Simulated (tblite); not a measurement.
Problem. What does the GFN2-xTB structure of `C=C1CCC[C@H]1CF` look like in three dimensions?

Solution. 
```
atom  x, y, z in Å
C1     1.7591   -1.2894   -0.2321
C2     0.8991   -0.2972   -0.0942
C3     1.1128    1.1193   -0.5610
C4    -0.0229    1.9152    0.0829
C5    -1.1653    0.9051    0.1596
C6    -0.4673   -0.4035    0.5483
C7    -1.2654   -1.6309    0.1213
F8    -0.8387   -2.7574    0.7824
H9     2.7187   -1.1409   -0.6986
H10    1.5416   -2.2845    0.1140
H11    2.0985    1.4952   -0.2882
H12    1.0326    1.1567   -1.6505
H13   -0.2897    2.8034   -0.4879
H14    0.2632    2.2250    1.0894
H15   -1.9372    1.1949    0.8708
H16   -1.6270    0.7920   -0.8235
H17   -0.3451   -0.4494    1.6369
H18   -2.3255   -1.5113    0.3717
H19   -1.1513   -1.8331   -0.9487
```

Any rigid rotation of these coordinates is as good. Atoms count from 1 in this order. Of the pairs four or more bonds apart, F8···H10 is among the closest relative to their van der Waals radii: 2.52 Å, 94 % of the sum of Bondi's values. The 5-membered ring C2–C3–C4–C5–C6 has internal angles of 103.4° to 109.0° (sum 525°, against 540° for a flat polygon); it is puckered, 0.17 Å rms from its mean plane, widest ring torsion 39°. The 7 C–C bonds span 1.320 Å (C1=C2, drawn double) to 1.533 Å (C5–C6, drawn single), a spread of 0.213 Å.

Bonds between heavy atoms (Å): C1=C2 1.320, C2–C3 1.507, C3–C4 1.529, C4–C5 1.527, C5–C6 1.533, C6–C7 1.525, C7–F8 1.374, C2–C6 1.514.

Computed geometry: GFN2-xTB, gas phase.

Point group: C1 (no symmetry element, even within 0.4 Å). Its GFN2-xTB frequencies are all real (lowest 47 cm⁻¹). The numbers are those of one conformer (C5–C6–C7–F8 -163°, C1–C2–C3–C4 -169°, C2–C3–C4–C5 -31°, C3–C4–C5–C6 39°, C4–C5–C6–C7 -156°). 3 starts were optimised and ended at 0.00, 0.21 and 2.30 kcal/mol (GFN2-xTB); the lowest of these is shown.
